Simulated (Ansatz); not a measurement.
Start from `BI` and change one element to get `[AlH2][I]`.

Ansatz, PBE0-D4/def2-TZVP geometries, multiplicity 1. 

Elements past krypton have def2 core potentials.

| property | `BI` |
| --- | --- |
| LUMO energy (ωB97M-V/def2-TZVPP) / eV | -0.26 |
| size of the dipole moment (B3LYP/def2-TZVPP) / D | 0.36 |
| LUMO energy (PBE/def2-TZVPP) / eV | -3.14 |
| HOMO–LUMO gap (ωB97M-V/def2-TZVPP) / eV | 9.45 |
| HOMO energy (B3LYP/def2-TZVPP) / eV | -7.33 |
| ideal-gas entropy at 298 K and 1 bar (rigid rotor, harmonic PBE0-D4/def2-TZVP) / J/(mol·K) | 254 |

Task: Give the same properties after the change, and the shifts. (An estimate is asked.)

Result: Computed: 
```tsv
property	`[AlH2][I]`	shift
LUMO energy (ωB97M-V/def2-TZVPP) / eV	-0.25	0.01
size of the dipole moment (B3LYP/def2-TZVPP) / D	0.97	0.61
LUMO energy (PBE/def2-TZVPP) / eV	-2.62	0.52
HOMO–LUMO gap (ωB97M-V/def2-TZVPP) / eV	9.53	0.08
HOMO energy (B3LYP/def2-TZVPP) / eV	-7.43	-0.10
ideal-gas entropy at 298 K and 1 bar (rigid rotor, harmonic PBE0-D4/def2-TZVP) / J/(mol·K)	273	19
```

With PBE0 the HOMO falls by 0.11 eV and the LUMO rises by 0.33 eV, so the gap widens by about 0.44 eV. PBE moves the HOMO by -0.11 eV and ωB97M-V by -0.07 eV. Dipoles are sizes alone; their direction can turn.

B3LYP here is the variant with VWN-RPA as its local correlation; programs differ in this.

Spin–orbit coupling is left out; it splits and shifts lone-pair levels of the heavy atoms by tenths of an eV.
